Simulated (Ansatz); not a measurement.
An input meant for Li₉O₅ (charge 0, doublet; scaled by 1.05).

```yaml
crystal:
  periodic: [false, false, false]
  atoms:
    - {symbol: Li, position_ang: [1.440905, -1.724363, 0.396633]}
    - {symbol: Li, position_ang: [0.357093, -1.219015, -2.349442]}
    - {symbol: Li, position_ang: [-2.207252, 1.105607, 1.019539]}
    - {symbol: Li, position_ang: [-1.517043, -2.171757, 0.339206]}
    - {symbol: Li, position_ang: [0.690196, 1.855082, 1.135427]}
    - {symbol: Li, position_ang: [0.037429, -0.453107, 2.233004]}
    - {symbol: Li, position_ang: [-0.332494, 2.058562, -1.669042]}
    - {symbol: Li, position_ang: [-0.278167, -0.017209, -0.200078]}
    - {symbol: Li, position_ang: [2.086768, 0.583232, -0.705922]}
    - {symbol: O, position_ang: [0.006291, -2.133724, -0.751940]}
    - {symbol: O, position_ang: [-0.881105, 2.079974, 0.122948]}
    - {symbol: O, position_ang: [0.762523, 0.585016, -2.044434]}
    - {symbol: O, position_ang: [-1.645646, -0.639140, 1.409715]}
    - {symbol: O, position_ang: [1.480513, 0.090842, 1.064385]}
basis:
  gaussian: {orbitals: STO-3G, final_grid: {core_spheres: 1, valence_spheres: 1, degree: 3}}
magnetization: {spin_polarized: true, initial_magnetization: 1}
hamiltonian: {xc: {name: wB97M-V}}
scf: {omitted_lower_state_checks: [starts]}
```

```sh
$ ansatz run in.yaml --threads 4 --pin off --events-out ev --progress --plain --max-ram 4787MiB
```

Shortened log:

```
Functional definition: wB97M-V
922 factors; integrals over basis functions are off by at most 2.6e-4 eV
380 factors; integrals over basis functions are off by at most 1.6e-5 eV
mean field evaluation 1: about -11919.3142 eV, gradient 3.3e1 eV
mean field evaluation 2: about -11910.4157 eV, gradient 5.9e1 eV
mean field evaluation 4: about -11929.1221 eV, gradient 4.3e0 eV
mean field evaluation 8: about -11900.1774 eV, gradient 4.1e0 eV
mean field evaluation 16: about -11900.3725 eV, gradient 4.8e-3 eV
mean field -11900.50181601 eV, -437.3353752887 hartree, gradient 1.8e-5 eV, S^2 0.767487; 0 other end points of the search recorded, 0 dependent functions left out
reference -11900.50181632 eV, -437.3353753000 hartree; 34, 33 occupied and 36, 37 virtual orbitals, 922 factors
Total energy: -11900.50181632 eV, -437.3353753000 hartree
Checks for a lower state left out: starts
```

Q: What is wrong with this run?

A: The integration grid is far too coarse. Self-consistency was reached. The result belongs to that input, not to the species as meant.
